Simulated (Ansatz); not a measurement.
Species: C6H12 (charge 0, singlet). 
Structure (B3LYP-D3(BJ)/def2-TZVP (Ansatz, an electronic-structure program) minimum search):
```xyz
18

C      2.5502    -0.1771    -0.0255
C      1.1385    -0.6427    -0.2035
C      0.0217     0.0875    -0.2338
C     -0.0183     1.5844    -0.0976
C     -1.3205    -0.5801    -0.4097
C     -2.2463    -0.4397     0.8042
H      2.9950    -0.6248     0.8686
H      3.1716    -0.4886    -0.8706
H      2.6355     0.9038     0.0707
H      1.0275    -1.7183    -0.3188
H     -0.6057     2.0243    -0.9093
H      0.9697     2.0385    -0.1149
H     -0.5032     1.8830     0.8358
H     -1.8222    -0.1511    -1.2853
H     -1.1681    -1.6399    -0.6246
H     -2.4876     0.6042     1.0104
H     -1.7772    -0.8581     1.6971
H     -3.1869    -0.9675     0.6363
```
Charge 0, spin multiplicity 1.

Parts of the frozen-core correlation energy in cc-pVQZ (Ansatz, hartree). Frozen orbitals: 6; correlated occupied orbitals by spin: 18 and 18; virtual: 666 and 666. No spin-orbit coupling. No relativistic terms.

| term | value |
|---|---|
| reference (HF) | -234.27638 |
| MP2 opposite-spin | -0.86155 |
| MP2 same-spin | (withheld) |
| CCSD correlation | (withheld) |
| (T) | (withheld) |
| T1 diagnostic | 0.010 |
| largest doubles amplitude | 0.037 |

Q: Some entries are withheld; supply them.

A: 
- MP2 same-spin, value: -0.23905
- CCSD correlation, value: -1.14992
- (T), value: -0.05000
